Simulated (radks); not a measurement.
The numbers below are computed, except where a source is named.
Mean orbital radii <r> (bohr) of neutral titanium, [Ar] 3d2 4s2, at several levels of relativity; Dirac values are averaged over j with weights 2j + 1. Spin-unpolarised spherical Kohn-Sham, PBE, point nucleus unless stated (finite: rms radius 3.5921 fm), a radial shooting solver on a logarithmic mesh with Libxc functionals. A level marked "c x" has the speed of light scaled by that factor and shares open shells by 2j + 1; other Dirac levels either fill j = l - 1/2 first or share by 2j + 1.

| shell | non-rel. | Dirac, 2j+1 shares | Dirac, low j first | Dirac, 2j+1 shares, finite nucleus | change of magnitude, last against first (%) |
|---|---|---|---|---|---|
| 1s | 0.07017 | 0.06959 | 0.06959 | 0.06959 | -0.83 |
| 2s | 0.3276 | 0.3248 | 0.3248 | 0.3248 | -0.86 |
| 2p | 0.2909 | 0.2899 | 0.2899 | 0.2899 | -0.35 |
| 3s | 1.014 | 1.007 | 1.007 | 1.007 | -0.71 |
| 3p | 1.088 | 1.086 | 1.086 | 1.086 | -0.21 |
| 4s | 3.538 | 3.514 | 3.515 | 3.514 | -0.69 |
| 3d | 1.601 | 1.617 | 1.619 | 1.617 | +0.99 |
| 4p (empty) | 4.865 | 4.865 | 4.867 | 4.865 | +0.01 |
